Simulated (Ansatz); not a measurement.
Species: C4H2FS (charge -1, singlet). It need not be the lowest isomer of its formula. Whether it binds its extra electron was not tested at this geometry. 
Structure (B3LYP-D3(BJ)/def2-TZVP (Ansatz, a program for electronic structure) minimum search):
```xyz
8

F      2.1217    -0.0645     0.0273
C      0.7709     0.1552    -0.0287
C      0.1683     1.3444    -0.2893
C     -1.2802     1.3167    -0.2925
C     -1.6777     0.0520    -0.0218
S     -0.3181    -1.1546     0.2474
H      0.7705     2.2299    -0.4768
H     -2.6636    -0.3860     0.0666
```
Charge -1, spin multiplicity 1.

Basis-set convergence of Hartree-Fock and CCSD correlation energies (hartree) with Ansatz. Valence correlation only, unless marked. Spin-orbit coupling is left out. No relativistic terms.

The Hartree-Fock reference is unstable (checked in the largest basis), which strains HF and MP2. 

| basis | functions | E(HF) | E(corr, CCSD) |
|---|---|---|---|
| aug-cc-pV(D+d)Z | 165 | -649.54844 | -0.92278 |
| aug-cc-pV(T+d)Z | 331 | -649.62091 | -1.09886 |
| aug-cc-pV(Q+d)Z | 581 | -649.63949 | -1.15577 |

Extrapolating the two largest sets (X = 3 and 4) as X^-3: E(corr) = (64·(-1.15577) - 27·(-1.09886))/37 = -1.1973 Eh, an estimate of the basis-set limit. The largest set recovers 96.5 % of it, the smallest 77.1 %.
